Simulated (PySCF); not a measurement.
Z-matrix (Å, degrees):
```
B
Si 1 1.9987
H 2 1.4978 1 115.17
H 2 1.4979 3 108.98 1 -131.05
H 2 1.5075 3 107.51 4 -116.21
Si 1 1.9991 2 118.88 3 24.08
H 6 1.4976 1 115.59 2 154.24
H 6 1.4989 7 108.82 1 129.60
H 6 1.5071 7 107.76 8 115.95
Si 1 1.9995 2 118.76 3 -152.27
H 10 1.4973 1 115.58 2 -153.66
H 10 1.4984 11 108.81 1 -129.65
H 10 1.5065 11 107.75 12 -115.92
```
Charge 0, multiplicity 1.

Question: What HOMO–LUMO gap, total energy and HOMO does PBE-D3(BJ)/def2-TZVP (PySCF) give?

Answer: 
| Property | Result |
|---|---|
| HOMO–LUMO gap | 2.82 eV |
| total energy | -898.2058 Ha |
| HOMO | -6.86 eV |
